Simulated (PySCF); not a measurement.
C₂H₆Mg, charge +1, doublet, geometry from GFN2-xTB of the parent state (such geometries of metal compounds can be far from the true shape) (a state made from the parent by changing its charge; the spin is typed, not shown lowest); PySCF with TPSS/def2-SVP.

PySCF was given this input:
```python
from pyscf import gto, scf, dft

mol = gto.M(
    atom='''
Mg   -0.018199    0.669892    0.108341
C     1.435421   -0.143208   -1.211601
H     1.867308   -1.007684   -0.700534
H     2.253353    0.501908   -1.531633
H     0.928481   -0.511458   -2.106911
C    -1.415249   -0.594346    1.091739
H    -1.513737   -1.468458    0.442555
H    -2.412453   -0.188554    1.263506
H    -1.025595   -0.939138    2.052101
''',
    basis='def2-svp',
    charge=1,
    spin=1,
    verbose=4,
)

mf = dft.UKS(mol)
mf.xc = 'tpss'
mf.kernel()
```

It wrote (shortened):

```
PySCF version 2.14.0

[INPUT] verbose = 4
[INPUT] num. atoms = 9
[INPUT] num. electrons = 29
[INPUT] charge = 1
[INPUT] spin (= nelec alpha-beta = 2S) = 1
[INPUT] symmetry False subgroup None
[INPUT] Mole.unit = angstrom
[INPUT] Symbol           X                Y                Z      unit          X                Y                Z       unit  Magmom
[INPUT]  1 Mg    -0.018199000000   0.669892000000   0.108341000000 AA   -0.034391125741   1.265912413037   0.204734818062 Bohr   0.0
[INPUT]  2 C      1.435421000000  -0.143208000000  -1.211601000000 AA    2.712552563449  -0.270623898847  -2.289594062249 Bohr   0.0
[INPUT]  3 H      1.867308000000  -1.007684000000  -0.700534000000 AA    3.528700710209  -1.904246780106  -1.323817400946 Bohr   0.0
[INPUT]  4 H      2.253353000000   0.501908000000  -1.531633000000 AA    4.258220031967   0.948468659728  -2.894366893346 Bohr   0.0
[INPUT]  5 H      0.928481000000  -0.511458000000  -2.106911000000 AA    1.754574801862  -0.966515544218  -3.981484758833 Bohr   0.0
[INPUT]  6 C     -1.415249000000  -0.594346000000   1.091739000000 AA   -2.674433008065  -1.123151163231   2.063087709507 Bohr   0.0
[INPUT]  7 H     -1.513737000000  -1.468458000000   0.442555000000 AA   -2.860548354621  -2.774983445427   0.836307745057 Bohr   0.0
[INPUT]  8 H     -2.412453000000  -0.188554000000   1.263506000000 AA   -4.558875458385  -0.356315419691   2.387680296745 Bohr   0.0
[INPUT]  9 H     -1.025595000000  -0.939138000000   2.052101000000 AA   -1.938093664723  -1.774713613172   3.877908869946 Bohr   0.0

nuclear repulsion = 80.0438187383107
number of shells = 38
number of NR pGTOs = 126
number of NR cGTOs = 76
basis = def2-svp
ecp = {}

******** <class 'pyscf.dft.uks.UKS'> ********
method = UKS
initial guess = minao
damping factor = 0
level_shift factor = 0
DIIS = <class 'pyscf.scf.diis.CDIIS'>
diis_start_cycle = 1
diis_space = 8
diis_damp = 0
SCF conv_tol = 1e-09
SCF conv_tol_grad = None
SCF max_cycles = 50
direct_scf = True
direct_scf_tol = 1e-13
number electrons alpha = 15  beta = 14
XC library pyscf.dft.libxc version 7.1.2
    S. Lehtola, C. Steigemann, M. J. T. Oliveira, and M. A. L. Marques,  SoftwareX 7, 1–5 (2018)
XC functionals = tpss
    J. Tao, J. P. Perdew, V. N. Staroverov, and G. E. Scuseria,  Phys. Rev. Lett. 91, 146401 (2003)
    J. P. Perdew, J. Tao, V. N. Staroverov, and G. E. Scuseria,  J. Chem. Phys. 120, 6898 (2004)
    J. Tao, J. P. Perdew, V. N. Staroverov, and G. E. Scuseria,  Phys. Rev. Lett. 91, 146401 (2003)
    J. P. Perdew, J. Tao, V. N. Staroverov, and G. E. Scuseria,  J. Chem. Phys. 120, 6898 (2004)
radial grids:
    Treutler-Ahlrichs [JCP 102, 346 (1995); DOI:10.1063/1.469408] (M4) radial grids

becke partition: Becke, JCP 88, 2547 (1988); DOI:10.1063/1.454033
pruning grids: <function nwchem_prune>
grids dens level: 3
symmetrized grids: False
atomic radii adjust function: <function treutler_atomic_radii_adjust>
small_rho_cutoff = 0
Set gradient conv threshold to 3.16228e-05
tot grids = 105664
init E= -279.519611729129

cycle= 1 E= -279.424518605937  delta_E= 0.0951  |g|= 0.273  |ddm|= 2.06
cycle= 2 E= -279.374964755139  delta_E= 0.0496  |g|= 0.391  |ddm|= 1.07
cycle= 3 E= -279.478199459183  delta_E= -0.103  |g|= 0.0226  |ddm|= 0.584
cycle= 4 E= -279.478482613044  delta_E= -0.000283  |g|= 0.0106  |ddm|= 0.0467
cycle= 5 E= -279.478417638789  delta_E= 6.5e-05  |g|= 0.0128  |ddm|= 0.0299
cycle= 6 E= -279.478557475494  delta_E= -0.00014  |g|= 0.00308  |ddm|= 0.0232
cycle= 7 E= -279.478566661818  delta_E= -9.19e-06  |g|= 0.000357  |ddm|= 0.00525
cycle= 8 E= -279.47856683551  delta_E= -1.74e-07  |g|= 0.000109  |ddm|= 0.000994
cycle= 9 E= -279.478566847703  delta_E= -1.22e-08  |g|= 3.61e-05  |ddm|= 0.000218
cycle= 10 E= -279.478566848895  delta_E= -1.19e-09  |g|= 6.97e-06  |ddm|= 6.82e-05
cycle= 11 E= -279.478566848957  delta_E= -6.18e-11  |g|= 2.08e-06  |ddm|= 2.18e-05
Extra cycle  E= -279.478566848954  delta_E= 2.44e-12  |g|= 2.69e-06  |ddm|= 7.37e-06
converged SCF energy = -279.478566848954  <S^2> = 0.76335517  2S+1 = 2.0133109
```
